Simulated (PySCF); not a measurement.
## Stationary points of TaNCl₂

Method: PySCF, PBE0, basis Ta def2-TZVP with ECP60, N def2-TZVP, Cl def2-TZVP (scalar-relativistic core potentials, no spin–orbit coupling, density fitting).

Relaxations began from a few typed shapes. The search is not exhaustive: other isomers or separated fragments can lie lower, and high-lying points may rest on an excited occupation.

**Question.** Which is the lowest minimum found?
A. singlet C2v: Ta–Cl 2.331 Å (×2), Ta–N 1.674 Å; Cl–Ta–Cl 137.9°, Cl–Ta–N 111.1° (×2)
B. singlet Cs: Ta–Cl 2.305 Å (×2), Ta–N 1.680 Å; Cl–Ta–Cl 114.7°, Cl–Ta–N 106.7° (×2)

**Answer.** B. The others lie at 15.5 (singlet C2v, a saddle point) kJ/mol above it.

Formally Ta is in oxidation state +5, d0. The polar-tensor charge on Ta, 1.74, is far below the formal one.

For the lowest minimum: with an element this heavy the missing spin–orbit coupling can shift these numbers.
